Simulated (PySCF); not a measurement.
Potential energy curve for GaH, singlet.

Methods: UHF/cc-pVDZ (PySCF); RHF/cc-pVDZ (PySCF); UKS-PBE = unrestricted PBE/cc-pVDZ (PySCF 2.14.0); RKS-PBE = restricted PBE/cc-pVDZ (PySCF); UKS-TPSSh = unrestricted TPSSh/cc-pVDZ run with PySCF; RKS-TPSSh = restricted TPSSh/cc-pVDZ run with PySCF; UKS-CAM-B3LYP = PySCF 2.14.0 with unrestricted CAM-B3LYP/cc-pVDZ; RKS-CAM-B3LYP = restricted CAM-B3LYP/cc-pVDZ (PySCF).

Scanned distances (Å): 1.26, 1.34, 1.43, 1.51, 1.58, 1.62, 1.68, 1.74, 1.80, 1.84, 1.93, 2.08, 2.29, 2.53, 2.75, 3.00, 3.36, 3.68, 4.16, 4.57, 4.98, 5.92, 6.69.

Q: Where does the unrestricted solution first break spin symmetry (<S²> of 0.01 or more)?

A: UHF: already at 1.26 Å; UKS-PBE: between 3.00 and 3.36 Å; UKS-TPSSh: between 2.75 and 3.00 Å; UKS-CAM-B3LYP: between 2.53 and 2.75 Å.

```csv
R / Å,<S²> UHF,E(RHF) − E(UHF) / mEh,<S²> UKS-PBE,E(RKS-PBE) − E(UKS-PBE) / mEh,<S²> UKS-TPSSh,E(RKS-TPSSh) − E(UKS-TPSSh) / mEh,<S²> UKS-CAM-B3LYP,E(RKS-CAM-B3LYP) − E(UKS-CAM-B3LYP) / mEh
1.26,0.19,0.6,0.00,0.0,0.00,0.0,0.00,0.0
1.34,0.13,0.3,0.00,0.0,0.00,0.0,0.00,0.0
1.43,0.07,0.1,0.00,0.0,0.00,0.0,0.00,0.0
1.51,0.02,0.0,0.00,0.0,0.00,0.0,0.00,0.0
1.58,0.00,0.0,0.00,0.0,0.00,0.0,0.00,0.0
1.62,0.00,0.0,0.00,0.0,0.00,0.0,0.00,0.0
1.68,0.00,0.0,0.00,0.0,0.00,0.0,0.00,0.0
1.74,0.00,0.0,0.00,0.0,0.00,0.0,0.00,0.0
1.80,0.00,0.0,0.00,0.0,0.00,0.0,0.00,0.0
1.84,0.00,0.0,0.00,0.0,0.00,0.0,0.00,0.0
1.93,0.00,0.0,0.00,0.0,0.00,0.0,0.00,0.0
2.08,0.00,0.0,0.00,0.0,0.00,0.0,0.00,0.0
2.29,0.00,0.0,0.00,0.0,0.00,0.0,0.00,0.0
2.53,0.36,3.1,0.00,0.0,0.00,0.0,0.00,0.0
2.75,0.60,11.2,0.00,0.0,0.00,0.0,0.09,0.1
3.00,0.77,23.1,0.00,0.0,0.31,1.5,0.38,3.4
3.36,0.90,41.9,0.39,2.2,0.60,8.5,0.64,12.2
3.68,0.95,58.0,0.60,6.6,0.72,15.6,0.78,21.4
4.16,0.99,79.6,0.77,13.5,0.82,24.9,0.91,35.0
4.57,1.00,95.2,0.86,18.5,0.86,31.2,0.96,45.5
4.98,1.01,108.1,0.99,22.7,0.89,35.9,0.99,54.4
5.92,1.01,128.8,1.00,—,0.92,42.5,1.00,68.9
6.69,1.01,138.9,1.00,—,1.00,42.2,1.00,76.0
```

Dashes: no converged value, or the column stops at the first point that the program doubted or that broke a chosen test of continuity, which isn't proof of a fault.
